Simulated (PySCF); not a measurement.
## Bond length, frequency and bond energy of SbF⁻ by level of theory

State: ²Π (doublet), unpaired electrons π ↑. Set-up: PySCF, scalar-relativistic core potentials, basis sets Sb aug-cc-pVDZ-PP with ECP28, F aug-cc-pVDZ. De refers to Sb + F⁻ in their high-spin ground configurations, without counterpoise correction. The functionals are run spin-unrestricted. A positive dipole points towards F; it is taken about the centre of mass and depends on that origin. Levels whose curve was spin-contaminated or gave no clean fit are not listed.

```
      Level  Re (Å)  ωe (cm⁻¹)  De (eV)  μ (D)  CPU s a point (SCF and correlation, without the integrals)
        UHF   2.012        509      n/a  -1.67                                                        0.22
    UHF-MP2   2.040        488     1.34    n/a                                                        0.37
UHF-SCS-MP2   2.043        483     1.40    n/a                                                         n/a
        LDA   2.026        496     2.42  -1.36                                                        0.33
        PBE   2.066        459     1.89  -1.53                                                        0.55
     PBEsol   2.044        479     2.07  -1.38                                                        0.39
     r²SCAN   2.038        483     1.85  -1.42                                                        0.79
       PBE0   2.036        488     1.81  -1.55                                                         1.1
        M06   2.048        473     2.20  -1.75                                                        0.86
```

(1) What does a quarter of exact exchange do here, going from PBE to PBE0?

(2) What does the step from GGA to meta-GGA do here, going from PBE to r²SCAN?

(3) What does the gradient correction do here, going from LDA to PBE?

Correlated steps freeze 5 core orbitals. Correlated levels converge slowly with the basis: in double zeta they bind strong bonds too weakly, by up to about 1 eV, and carry superposition errors of some tenths. These are scalar-relativistic numbers at best; spin–orbit coupling would shift them, the dissociation energy most. For an ion De counts to the pair picked by the measured ionisation energies or electron affinities, which need not be the lowest pair at this level. Counting both spins, an empty level lies below a filled one in some of these solutions, because spin and occupation are held. The highest Kohn–Sham level is positive in this anion. Much of that is self-interaction error, but it also means that the finite basis helps to hold the extra electron. The state was picked by a PBE0 search and need not be the measured ground state.

The whole job (state search and all levels along the bond) took about 2.7 min on 1 thread of Intel Xeon Platinum 8259CL @ 2.50GHz (shared host), peak memory 0.66 GiB.

Answers

(1) PBE0 less PBE: -3.0 pm in Re, +6.3 % in ωe, -0.08 eV in De. Exact exchange removes part of the self-interaction that spreads semilocal densities, and in most molecules shortens and stiffens the bond and lowers De; so it does here.

(2) r²SCAN less PBE: -2.8 pm in Re, +5.2 % in ωe, -0.04 eV in De. 

(3) PBE less LDA: +4.0 pm in Re, -7.5 % in ωe, -0.53 eV in De. The gradient correction favours the more uneven density of free atoms, so it tends to lengthen bonds and takes away much of the overbinding of LDA; so it does here.
